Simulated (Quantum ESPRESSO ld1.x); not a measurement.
The mean radii <r> (bohr) of the occupied orbitals of an atom or ion are listed with their occupations. All-electron calculation, scalar-relativistic Kohn-Sham, PBEsol, spin-unpolarised, spherical densities, point nucleus. Program: ld1.x of Quantum ESPRESSO 7.5.

orbital  occ.      <r>
1s          2  0.01631
2s          2  0.06875
2p          6  0.06236
3s          2   0.1776
3p          6   0.1793
3d         10   0.1625
4s          2   0.3917
4p          6   0.4177
4d         10   0.4399
5s          2   0.8767
4f         14   0.4677
5p          6    1.007
5d         10    1.362
6s          1    2.263

Name the element and its charge.

Answer. Z = 81, thallium, charge +2: Tl2+ in [Xe] 4f14 5d10 6s1. The 1s radius gives Z: for a bare nucleus <r> = (2 gamma + 1)/(2Z) with gamma = sqrt(1 - (Z/c)^2), 0.01613 bohr for Z = 81, and screening makes it slightly larger (0.01631 here). The occupations add up to 79, and the charge is Z minus that.
